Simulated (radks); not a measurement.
Problem. Valence configurations of Mo I (all share [Kr]). All-electron calculation, scalar-relativistic Kohn-Sham, LDA (Slater exchange, Perdew-Wang correlation), spin-unpolarised, spherical densities, point nucleus. Program: a radial shooting solver on a logarithmic mesh with Libxc functionals. Order these by energy: 4d4 5s2; 4d4.5 5s1 5p0.5; 4d6; 4d4 5s1 5p1; 4d5 5s1; 4d2 5s2 5p2; 4d5 5p1; 4d3 5s1 5p2; 4d4.5 5s1.5; 4d4.5 5p1.5.

Solution. From the lowest, in eV above it: 4d4.5 5s1.5 0.000; 4d5 5s1 0.067; 4d4 5s2 0.211; 4d6 0.885; 4d4.5 5s1 5p0.5 1.688; 4d5 5p1 3.308; 4d4 5s1 5p1 3.830; 4d4.5 5p1.5 5.212; 4d3 5s1 5p2 9.855; 4d2 5s2 5p2 13.608. NIST lists [Kr] 4d5 5s1 as the ground configuration; this level of theory puts 4d4.5 5s1.5 lower, by 0.067 eV. The energies are those of spherical spin-averaged densities, not of single terms.
